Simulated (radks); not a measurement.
The mean radii <r> (bohr) of the occupied orbitals of an atom or ion are listed with their occupations. All-electron calculation, Dirac Kohn-Sham, PBE, spin-unpolarised, spherical densities, finite nucleus; Fermi nuclear charge, rms radius of each element as measured or else 0.836 A^(1/3) + 0.57 fm. Program: a radial shooting solver on a logarithmic mesh with Libxc functionals.

| orbital | occ. | <r> |
|---|---|---|
| 1s1/2 | 2 | 0.01899 |
| 2s1/2 | 2 | 0.07978 |
| 2p1/2 | 2 | 0.06612 |
| 2p3/2 | 4 | 0.07385 |
| 3s1/2 | 2 | 0.2082 |
| 3p1/2 | 2 | 0.1981 |
| 3p3/2 | 4 | 0.2124 |
| 3d3/2 | 4 | 0.1863 |
| 3d5/2 | 6 | 0.1908 |
| 4s1/2 | 2 | 0.4682 |
| 4p1/2 | 2 | 0.4746 |
| 4p3/2 | 4 | 0.5075 |
| 4d3/2 | 4 | 0.5285 |
| 4d5/2 | 6 | 0.5400 |
| 5s1/2 | 2 | 1.136 |
| 5p1/2 | 2 | 1.267 |
| 5p3/2 | 4 | 1.376 |
| 4f5/2 | 6 | 0.6706 |
| 4f7/2 | 8 | 0.6834 |
| 6s1/2 | 1 | 3.204 |
| 5d3/2 | 0.8 | 2.229 |
| 5d5/2 | 1.2 | 2.312 |

Name the element and its charge. Open shells, if any, are shared by 2j + 1.

Answer. Z = 72, hafnium, charge +1: Hf+ in [Xe] 4f14 5d2 6s1. The 1s radius gives Z: for a bare nucleus <r> = (2 gamma + 1)/(2Z) with gamma = sqrt(1 - (Z/c)^2), 0.01876 bohr for Z = 72, and screening makes it slightly larger (0.01899 here). The occupations add up to 71, and the charge is Z minus that.
